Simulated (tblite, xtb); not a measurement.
BF, charge -1, doublet, geometry from GFN2-xTB (the spin is typed, not shown lowest). Base run: GFN1-xTB (xtb).

Geometry (Å):
```xyz
2

B      0.0000     0.0000    -1.0597
F      0.0000     0.0000     0.5887
```
Charge -1, spin multiplicity 2.
All else is at xtb's defaults.
Base energy -6.60052 Eh.

Programs used: tblite, xtb; a row that names a program was run with it.

Each row names what was changed in the base input (with any setting that the change needs).

```
change                                                     ΔE vs base (kcal/mol)  G_solv (kcal/mol)  SCF cycles
---------------------------------------------------------  ---------------------  -----------------  ----------
base                                                                       0.000                  -           7
etemp = 10000                                                             -32.91                  -           8
alpb = methanol                                                           -60.89             -61.17           6
alpb = cs2                                                                -49.56             -49.67           7
file = coord                                                               0.000                  -           7
acc = 0.1                                                                  0.000                  -           8
program = tblite; method = gfn1; option = (--alpb, water)                 -53.51                  -           -
acc = 30                                                                   0.000                  -           6
gbsa = methanol                                                            -64.8             -65.16           6
program = tblite; method = gfn1                                            0.000                  -           -
alpb = ch2cl2                                                             -59.49             -59.74           6
```

ALPB and GBSA are two models with their own fitted parameters for each solvent, which aren't always the measured dielectric constant.
